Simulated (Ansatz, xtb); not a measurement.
C4H5FSi: which of two isomers lies lower

Structure I is `FC1=C[SiH2]C=C1`, a singlet and structure II is `FC1=CC=C[SiH2]1`, a singlet. Both are isolated molecules in the gas phase, relaxed with PBE-D3(BJ)/def2-SVP.

**Question.** Which of the two would you expect CCSD(T)/def2-SVP + ΔMP2/def2-TZVPP electronic energies to favour?

**Answer.** Structure I; the calculation gives E(II) − E(I) = +7.2 kcal/mol.

How the difference moves with the method:

```csv
level,geometry,E(II) − E(I) (kcal/mol),departure from the last row (kcal/mol),"job, with rough time for the two"
GFN2-xTB,GFN2-xTB,+2.7,−4.6,"optimisation, 0.2 s"
HF/STO-3G,GFN2-xTB,+2.3,−5.0,"single point, 0.5 s"
r2SCAN-D4/def2-SVP,GFN2-xTB,+7.1,−0.1,"single point, 4.8 s"
PBE-D3(BJ)/def2-SVP,PBE-D3(BJ)/def2-SVP,+6.2,−1.0,"optimisation, 22 s"
HF/def2-SVP,PBE-D3(BJ)/def2-SVP,+7.5,+0.2,part of the CCSD(T) run
MP2/def2-SVP,PBE-D3(BJ)/def2-SVP,+7.4,+0.2,part of the CCSD(T) run
CCSD(T)/def2-SVP,PBE-D3(BJ)/def2-SVP,+6.8,−0.5,single point
CCSD(T)/def2-SVP + ΔMP2/def2-TZVPP,PBE-D3(BJ)/def2-SVP,+7.2,,"single point, 47 s"
```

As drawn, both hold the same kinds of bond in the same numbers.

None of the levels shown reverses the order. The largest departure from CCSD(T)/def2-SVP + ΔMP2/def2-TZVPP is that of HF/STO-3G, 5.0 kcal/mol. The last row adds to CCSD(T) the change of the MP2 difference between the two basis sets, here +0.5 kcal/mol.

With thermal terms from frequencies at re-optimised GFN2-xTB minima (ideal gas, soft modes damped towards free rotors, one conformer each, 298.15 K, 1 atm): on the last row, ΔE + ΔZPE = +7.3, ΔH = +7.3, ΔG = +7.2 kcal/mol.

The correlated steps freeze 10 core orbitals. Codes used: Ansatz 0.2.0, xtb 6.7.1; the last row on 2 threads of Intel(R) Xeon(R) Processor @ 2.70GHz on a shared host.
